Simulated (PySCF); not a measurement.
**N⁺ (nitrogen, charge +1): UHF calculation**

Configuration: [He] 2s2 2p2, high-spin 3P determinant. All numbers are calculated (PySCF 2.14, scalar relativity by spin-free X2C-1e, in aug-cc-pVTZ-DK (5s4p3d2f, 46 functions)).

```
Total energy                                                  : -53.919912 hartree
One-electron energy                                           : -70.0928 hartree
Hartree (Coulomb) energy                                      : 22.3914 hartree
Exchange energy                                               : -6.2185 hartree
⟨S²⟩                                                          : 2.0069
⟨L²⟩                                                          : 2.012
Sum of ⟨r⟩                                                    : 5.451 bohr
Sum of ⟨r²⟩                                                   : 7.775 bohr²
Traceless quadrupole moment −½Σ⟨3z² − r²⟩ along its main axis : 0.775 e·bohr²
Langevin diamagnetic susceptibility                           : -6.16 ×10⁻⁶ cm³/mol
```

```json
{"shell": "1s α", "electrons": "1", "mean orbital energy (eV)": "-444.34", "rms radius, mean of both spins (bohr)": "0.265"}
{"shell": "1s β", "electrons": "1", "mean orbital energy (eV)": "-442.31", "rms radius, mean of both spins (bohr)": "0.265"}
{"shell": "2s α", "electrons": "1", "mean orbital energy (eV)": "-44.204", "rms radius, mean of both spins (bohr)": "1.37"}
{"shell": "2s β", "electrons": "1", "mean orbital energy (eV)": "-35.581", "rms radius, mean of both spins (bohr)": "1.37"}
{"shell": "2p α", "electrons": "2", "mean orbital energy (eV)": "-30.358", "rms radius, mean of both spins (bohr)": "1.39"}
```

Spin-orbit constants ζ (cm⁻¹) from the X2C one-electron operator on these orbitals: bare nucleus, nucleus screened by l(l+1)(2l+1)/3 electrons, and screened by the Breit-Pauli mean field of the electrons.

| shell | bare | screened nucleus | mean field |
| --- | --- | --- | --- |
| 2p | 155.1 | 110.8 | 92.71 |

To first order the Landé constant is A = 46.35 cm⁻¹, so the lowest level has J = 0 and lies 0.0115 eV below the centre of the term. This holds in LS coupling only.
